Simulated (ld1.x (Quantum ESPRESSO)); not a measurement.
## What one change does to a pseudopotential (phosphorus, ultrasoft)

ld1.x (Quantum ESPRESSO) 7.5 input, shortened:

```
&input
   title='P', zed=15., rel=1, dft='PZ', iswitch=3,
   config='[Ne] 3s2 3p3'
 /
 &inputp
   pseudotype=3, tm=.true., lloc=-2, rcloc=1.80,
   nlcc=.true., new_core_ps=.true.
 /
4
3S  1  0   2.00   0.00  1.20  1.35  0.0
3S  1  0   0.00  -0.05  1.20  1.35  0.0
3P  2  1   3.00   0.00  1.50  1.90  0.0
3P  2  1   0.00  -0.05  1.50  1.90  0.0
 &test
   configts(1)='3s2 3p3'
 /
```

All-electron outer shells of the reference configuration (LDA (PZ), scalar-relativistic, ld1.x):

| shell | level (eV) | outermost node (bohr) | outermost maximum (bohr) |
| --- | --- | --- | --- |
| 2s | -173.14 | 0.14 | 0.42 |
| 2p | -124.52 | – | 0.35 |
| 3s | -14.02 | 0.66 | 1.56 |
| 3p | -5.60 | 0.64 | 1.83 |

Change: waves 3p (bound): rcut 1.50, rcutus 2.54 bohr; 3p channel at -0.05 Ry: rcut 1.50, rcutus 2.54 bohr.

Cutoffs: the cutoffs (Ry, on a coarse ladder) from which the occupation-weighted sum of valence levels, in a spherical-Bessel basis at the reference potential, stays within 10 and 1 mRy of its value at 400 Ry; they do not see the model core or the augmentation charge, which bear on the density cutoff. Errors are all-electron minus pseudo energies relative to the spin-unpolarised reference configuration.

**Question.** What does the change do?

**Answer.** The potential gets neither clearly harder nor softer (18 Ry and 30 Ry → 18 Ry and 30 Ry); the s channel sets the loose cutoff, while the largest relative change is in p, which becomes softer; the errors of the 9 common tests hardly move; neither file shows a bound ghost.

| quantity | base | changed |
| --- | --- | --- |
| cutoff, loose | 18 Ry | 18 Ry |
| cutoff, tight | 30 Ry | 30 Ry |
| loose cutoff by channel (10 mRy a level) | s 18 Ry, p 10 Ry | s 18 Ry, p 8 Ry |
| bound ghosts | none | none |
| error for 3s2 3p2, meV [ΔE 9.82 eV] | +0.8 | +0.9 |
| error for 3s2 3p1, meV [ΔE 29.07 eV] | +11 | +11 |
| error for 3s2 3p0, meV [ΔE 58.96 eV] | +50 | +50 |
| error for 3s1 3p4, meV [ΔE 8.50 eV] | -2.7 | -2.6 |
| error for 3s1 3p0, meV [ΔE 111.15 eV] | +106 | +106 |
| error for 3s1 3p3, meV [ΔE 18.89 eV] | -2.7 | -2.4 |
| error for 3s2 3p3.3, meV [ΔE -1.34 eV] | +0.1 | +0.1 |
| error for 3s2 3p3 (spin-polarised), meV [ΔE -1.51 eV] | +13 | +13 |
| error for 3s2 3p2 (spin-polarised), meV [ΔE 8.98 eV] | +8.9 | +8.8 |
| lowest overlap eigenvalue by channel | s 0.66, p 0.81 | s 0.66, p 0.95 |
